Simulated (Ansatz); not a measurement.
Input for Ansatz (a first-principles code): U-wB97M-V/def2-TZVPP on BFH (SMILES [BH]F), 2S+1 = 2, atoms moved off the minimum.

Ansatz 0.2 input:
```yaml
crystal:
  periodic: [false, false, false]
  atoms:
    - {symbol: B, position_ang: [-0.62718387, 0.40769705, 0.04266123]}
    - {symbol: F, position_ang: [0.51724186, -0.21531431, -0.00232981]}
    - {symbol: H, position_ang: [-1.62557188, -0.17107906, 0.06683306]}
basis:
  gaussian:
    orbitals: def2-TZVPP
hamiltonian:
  xc: {name: wB97M-V}
magnetization: {spin_polarized: true, initial_magnetization: 1}
output: {forces: true}
```

Program output:

```
WARN ansatz: RAYON_NUM_THREADS=1 ignored (pool sized by the plan → 1); use --threads N
Functional definition: wB97M-V
integrals: 0.01 GiB planned
384 factors; their error is unknown
integrals: 0.05 GiB planned
94 factors; integrals over basis functions are off by at most 1.9e-5 eV
mean field: 0.25 GiB planned
mean field evaluation 1: about -3407.4509 eV, gradient 1.8e1 eV
mean field evaluation 2: about -3407.3940 eV, gradient 2.1e1 eV
mean field evaluation 4: about -3408.5379 eV, gradient 3.8e-1 eV
mean field evaluation 8: about -3408.5491 eV, gradient 1.4e-1 eV
mean field evaluation 16: about -3408.5491 eV, gradient 4.8e-5 eV
mean field -3408.54911680 eV, -125.2618696449 hartree, gradient 4.8e-5 eV, S^2 0.751060; 0 other end points of the search recorded, 0 dependent functions left out
the calculation of the forces begins
reference -3408.54915200 eV, -125.2618709383 hartree; 8, 7 occupied and 68, 69 virtual orbitals, 384 factors
Total energy: -3408.54915200 eV, -125.2618709383 hartree
Atom 0 at    -0.627184     0.407697     0.042661 Å, force     0.957568     0.588568    -0.022734 eV/Å
Atom 1 at     0.517242    -0.215314    -0.002330 Å, force     0.034083    -0.016289    -0.001309 eV/Å
Atom 2 at    -1.625572    -0.171079     0.066833 Å, force    -0.991650    -0.572280     0.024044 eV/Å
Dipole moment:    -0.117666    -0.073069     0.002784 e Å
```

The calculation finished and met its thresholds.

Cost: roughly 2.5 core-seconds.
